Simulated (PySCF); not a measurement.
# `InChI=1S/C6H10OSe/c1-3-5-4-7-6(5)8-2/h3,5-6H,1,4H2,2H3/t5-,6+/m0/s1`

Molfile (atoms numbered from 1):
```
C6H10OSe
     RDKit          3D

 18 18  0  0  0  0  0  0  0  0999 V2000
   -2.1100    2.1235   -0.1160 C   0  0  0  0  0  0  0  0  0  0  0  0
   -1.8666    0.8315   -0.2413 C   0  0  0  0  0  0  0  0  0  0  0  0
   -0.5375    0.2113   -0.0042 C   0  0  1  0  0  0  0  0  0  0  0  0
   -0.5123   -1.1594    0.6917 C   0  0  0  0  0  0  0  0  0  0  0  0
    0.0635   -1.7833   -0.4575 O   0  0  0  0  0  0  0  0  0  0  0  0
    0.0450   -0.5808   -1.1887 C   0  0  2  0  0  0  0  0  0  0  0  0
    1.8475   -0.0481   -1.8180 Se  0  0  0  0  0  2  0  0  0  0  0  0
    2.8420   -0.5724   -0.2217 C   0  0  0  0  0  0  0  0  0  0  0  0
   -1.3445    2.8169    0.1911 H   0  0  0  0  0  0  0  0  0  0  0  0
   -3.0815    2.5408   -0.3159 H   0  0  0  0  0  0  0  0  0  0  0  0
   -2.6457    0.1504   -0.5590 H   0  0  0  0  0  0  0  0  0  0  0  0
    0.1585    0.9363    0.4203 H   0  0  0  0  0  0  0  0  0  0  0  0
    0.1312   -1.2419    1.5713 H   0  0  0  0  0  0  0  0  0  0  0  0
   -1.4979   -1.5779    0.9130 H   0  0  0  0  0  0  0  0  0  0  0  0
   -0.5787   -0.6323   -2.0865 H   0  0  0  0  0  0  0  0  0  0  0  0
    2.6342    0.1171    0.5938 H   0  0  0  0  0  0  0  0  0  0  0  0
    3.8974   -0.5390   -0.4779 H   0  0  0  0  0  0  0  0  0  0  0  0
    2.5466   -1.5863    0.0347 H   0  0  0  0  0  0  0  0  0  0  0  0
  1  2  2  0
  2  3  1  0
  3  4  1  0
  4  5  1  0
  5  6  1  0
  6  7  1  0
  7  8  1  0
  6  3  1  0
  1  9  1  0
  1 10  1  0
  2 11  1  0
  3 12  1  1
  4 13  1  0
  4 14  1  0
  6 15  1  6
  8 16  1  0
  8 17  1  0
  8 18  1  0
M  END
```

Computed, not measured: PySCF 2.14.0, TDDFT wB97X-D/def2-SVPD circular dichroism and optical rotation, one conformer, gas phase. Geometry: GFN2-xTB.

The molecule is flexible and this is one conformer; a measurement averages over conformers. The calculation is non-relativistic, which matters for the atoms heavier than Zn.

Q: Draw the ECD and absorption spectra from the lowest 12 states, each a Gaussian of half-width 0.2 eV at 1/e height.

A: 
| E (eV) | λ (nm) | Δε (L mol⁻¹ cm⁻¹) | ε (L mol⁻¹ cm⁻¹) |
| --- | --- | --- | --- |
| 4.28 | 289 | 0.00 | 0 |
| 4.43 | 280 | +0.01 | 0.606 |
| 4.58 | 270 | +0.08 | 4.77 |
| 4.73 | 262 | +0.20 | 12.2 |
| 4.88 | 254 | +0.17 | 10.1 |
| 5.03 | 246 | +0.04 | 2.73 |
| 5.18 | 239 | +0.01 | 1.91 |
| 5.33 | 232 | +0.12 | 48.3 |
| 5.48 | 226 | +1.13 | 454 |
| 5.63 | 220 | +3.45 | 1390 |
| 5.78 | 214 | +3.80 | 1430 |
| 5.93 | 209 | +5.38 | 1100 |
| 6.08 | 204 | +14.97 | 2380 |
| 6.23 | 199 | +14.63 | 3160 |
| 6.38 | 194 | -4.48 | 4490 |
| 6.53 | 190 | -12.93 | 10900 |
| 6.68 | 185 | +6.42 | 15300 |
| 6.83 | 181 | +20.49 | 10900 |
| 6.98 | 178 | -3.86 | 8830 |
| 7.13 | 174 | -26.60 | 13700 |
| 7.28 | 170 | +12.42 | 24900 |

Δε uses R in velocity form, ε uses f in length form. Only the states computed contribute, so the short-wavelength end is incomplete.
